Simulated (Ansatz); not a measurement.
Born–Oppenheimer molecular dynamics of a periodic cell of 20 atoms, H₄O (contents 4 H2O + 4 H2, density as packed 0.55 g/cm³ with natural masses). It goes on from the last frame of an earlier run, with new velocities.

The calculation used DFT PBE-D3(BJ), scalar-relativistic, plane waves, PAW in Ansatz. Settings: cutoff 420 eV, k mesh 1x1x1, fermi-dirac smearing 0.02 eV, no spin polarisation.

| Quantity | Value |
| --- | --- |
| ensemble | NPT, Langevin |
| time step | 0.5 fs |
| steps asked | 400 |
| set temperature | 250 K |
| friction | 0.05 /fs |
| pressure | 20 GPa |
| seed | 985483 |

First frame:

```xyz
20
Lattice="6.2145 0.0000 0.0000 0.0000 6.2145 0.0000 0.0000 0.0000 6.2145" Properties=species:S:1:pos:R:3
O 0.819 3.536 4.562
H 0.745 4.222 3.866
H 0.837 2.693 4.102
O 5.612 1.064 1.032
H 6.168 1.571 0.466
H 5.383 0.217 0.616
O 0.403 -0.007 3.561
H -0.439 -0.028 4.057
H 0.157 0.400 2.726
O 4.793 5.221 5.411
H 3.980 4.679 5.455
H 5.574 4.611 5.278
H 1.029 3.436 1.104
H 0.854 3.535 1.802
H 4.010 4.418 2.111
H 4.604 4.196 2.464
H 2.563 0.612 0.709
H 2.047 1.033 0.420
H 3.882 2.289 4.845
H 3.748 2.693 4.234
```

Task: What does the run give?

Result: The run went to its last step.

```json
{
  "steps done": "400",
  "time covered": "200 fs",
  "mean temperature over the second half": "418 K",
  "spread of the potential energy over the second half": "37.0 meV per atom",
  "mean potential energy of the second half above the start": "-78.9 meV per atom",
  "mean pressure over the second half": "17.9 GPa"
}
```

The conserved energy stayed within 0.32 meV per atom of its start (net change 0.13 meV per atom), so the integration is sound. The mean temperature of the second half is 67 % above the set value. A run of 0.2 ps of so small a system gives no equilibrium averages. Limits of this set-up: coarse k mesh. The cell's volume went from 240 to 71 Å³.

Task: What happens to the structure?

Result: Mean squared displacements from the first frame to the last, about the centre of mass, the cell's change included: O 3.36 Å², H 2.83 Å². The details hang on the random start.

Task: How do temperature and energy run in time?

Result: 
```tsv
time (fs)	T (K)	potential energy less start (eV)	conserved less start (meV/atom)	P (GPa)	volume (Å³)
0.0	238	0.000	0.00	0.7	240.0
16.5	338	-0.105	-0.19	1.5	198.0
33.0	291	0.992	-0.02	9.0	133.6
49.5	771	2.131	-0.13	25.2	97.9
66.0	575	2.252	-0.10	24.3	85.6
82.5	521	1.934	-0.04	24.9	83.5
99.0	505	0.386	-0.08	17.6	83.0
115.5	515	-0.611	-0.04	18.1	81.5
132.0	534	-1.489	0.00	15.2	77.9
148.5	493	-1.965	-0.05	17.4	75.8
165.0	284	-1.770	0.06	18.8	73.6
181.5	359	-2.396	0.05	24.0	72.8
198.0	205	-2.148	0.09	23.1	71.2
```

The run took 3.7 min on 1 thread of Arm Neoverse V2, with other jobs on the host, peak memory 0.35 GiB.
